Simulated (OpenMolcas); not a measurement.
## Levels of Bi IV by method

```json
{"Program": "OpenMolcas", "Basis": "ANO-RCC-VTZP [8s7p5d3f2g]", "Scalar Hamiltonian": "DKH2, point nucleus", "Active space": "2 electrons in 9 orbitals (RAS2 6s 6p; RAS3 6d, at most 2 electrons)", "State averaging": "2S+1 = 3 even, 3 roots; 2S+1 = 1 even, 7 roots; 2S+1 = 3 odd, 3 roots; 2S+1 = 1 odd, 3 roots", "Spin-orbit coupling": "RASSI with atomic mean-field integrals over the reference wave functions, term energies averaged over their components"}
```

Methods on the same reference wave functions:
A. RASSCF
B. SS-RASPT2, IPEA 0.25 Eh, imaginary shift 0.1 Eh (closed shells correlated: 5d)
C. MS-RASPT2, IPEA 0.25 Eh, imaginary shift 0.1 Eh (closed shells correlated: 5d)
D. XMS-RASPT2, IPEA 0.25 Eh, imaginary shift 0.1 Eh (closed shells correlated: 5d)

Energies in cm-1 above 6s2 1S0, the measured ground level; measured values from Moore, Atomic Energy Levels, vol. III, NSRDS-NBS 35 (1971 reprint of NBS Circular 467, 1958).

| Level | A | B | C | D | Measured |
| --- | --- | --- | --- | --- | --- |
| 6s2 1S0 | 0.0 | 0.0 | 0.0 | 0.0 | 0.0 |
| 6s 6p 3P* 0 | 66375 | 73940 | 74460 | 75180 | 70968 |
| 6s 6p 3P* 1 | 71567 | 78540 | 79050 | 79760 | 75926 |
| 6s 6p 3P* 2 | 88345 | 95920 | 96430 | 97150 |  |
| 6s 6p 1P* 1 | 113971 | 112710 | 113220 | 113810 | 114602 |

Deviations, from unrounded energies. A percentage is the sum of absolute deviations over the sum of measured energies, with the sign that they share, or ± where signs differ.

```json
{"Against measurement": "mean absolute deviation (cm-1)", "Levels": "3", "A": "3200", "B": "2500", "C": "2700", "D": "2900"}
{"Against measurement": "other configurations (%)", "Levels": "3", "A": "-3.7", "B": "±2.9", "C": "±3.1", "D": "±3.4"}
```

B lies closest to measurement on these levels and A furthest from it. The largest miss of B in the table is 6s 6p 3P* 0, by +3000 cm-1. The ranking rests on the paired levels alone, and a cruder setting can come out closer through cancelling errors.

Among B to D the level of the table that moves most is 6s 6p 3P* 0, by 1200 cm-1 (lowest in B, highest in D). Moves below CASPT2's spread within the term are not significant.

The lowest spin-free term lies below A's lowest term by 0.399 hartree in B, 0.402 hartree in C, 0.407 hartree in D.

Term energies are means over components that CASPT2 splits; among the terms shown or strongly mixed into the levels shown the widest spread is 53 cm-1 (6s 6p 1P*, D). Active for correlation alone: 6d; no level in the range computed is led by a configuration that fills it, so any true level of that kind is missing. Spin-orbit splittings of 6p shells tend to come out small when the coupling is added on scalar orbitals. Measured partners are found by configuration, term and J. A level has none where our copy of the source lacks it or the pairing is in doubt (some pairs that miss far off the trend of their configuration count as doubtful), and it then counts in no deviation. Only configurations of the active space appear. The table leaves out levels that lie high or whose names do not pair safely across all columns.

* marks odd parity.
